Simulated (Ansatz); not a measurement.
One change: `NB(N)Br` becomes `NB(N)O[SiH3]`.

Ansatz, PBE0-D4/def2-TZVP geometries, multiplicity 1. Each molecule was computed in one conformer, which needn't be the lowest.

Scalar relativity is left out up to krypton. Spin–orbit coupling is left out; it splits and shifts lone-pair levels of the heavy atoms by tenths of an eV.

```json
{"property": "LUMO energy (PBE/def2-TZVPP) / eV", "`NB(N)Br`": "-0.12"}
{"property": "zero-point energy (PBE0-D4/def2-TZVP) / kJ/mol", "`NB(N)Br`": "154.4"}
{"property": "HOMO–LUMO gap (B3LYP/def2-TZVPP) / eV", "`NB(N)Br`": "7.49"}
{"property": "HOMO–LUMO gap (ωB97M-V/def2-TZVPP) / eV", "`NB(N)Br`": "11.76"}
{"property": "HOMO energy (B3LYP/def2-TZVPP) / eV", "`NB(N)Br`": "-7.18"}
{"property": "ideal-gas entropy at 298 K and 1 bar (rigid rotor, harmonic PBE0-D4/def2-TZVP) / J/(mol·K)", "`NB(N)Br`": "307"}
```

(1) What does the change do to each property? (Best estimate.)

Answers

(1) Computed: 
```tsv
property	`NB(N)O[SiH3]`	shift
LUMO energy (PBE/def2-TZVPP) / eV	-0.45	-0.33
zero-point energy (PBE0-D4/def2-TZVP) / kJ/mol	230.8	76.4
HOMO–LUMO gap (B3LYP/def2-TZVPP) / eV	6.85	-0.64
HOMO–LUMO gap (ωB97M-V/def2-TZVPP) / eV	11.24	-0.52
HOMO energy (B3LYP/def2-TZVPP) / eV	-6.73	0.45
ideal-gas entropy at 298 K and 1 bar (rigid rotor, harmonic PBE0-D4/def2-TZVP) / J/(mol·K)	365	58
```

With PBE0 the HOMO rises by 0.46 eV and the LUMO falls by 0.28 eV, so the gap narrows by about 0.74 eV. PBE moves the HOMO by 0.45 eV and ωB97M-V by 0.44 eV. The zero-point energy changes by 76.4 kJ/mol with +12 modes. Modes under 60 cm⁻¹, often nearly free rotors, make the harmonic entropy too high.

B3LYP here is the variant with VWN-RPA as its local correlation; programs differ in this.
